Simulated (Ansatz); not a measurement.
Species: H₂ClFSi, SMILES `F[SiH2]Cl` (charge 0, multiplicity 1).

**Question.** Give a relaxed geometry from PBE0-D4/def2-TZVP (Ansatz, an electronic-structure program).

**Answer.** the end point of this relaxation (outside a Z-matrix the atoms follow the SMILES, hydrogens last).
Z-matrix (Å, degrees):
```
Si
F 1 1.5894
H 1 1.4753 2 108.29
H 1 1.4753 3 113.62 2 -120.36
Cl 1 2.0357 3 108.85 4 -121.46
```
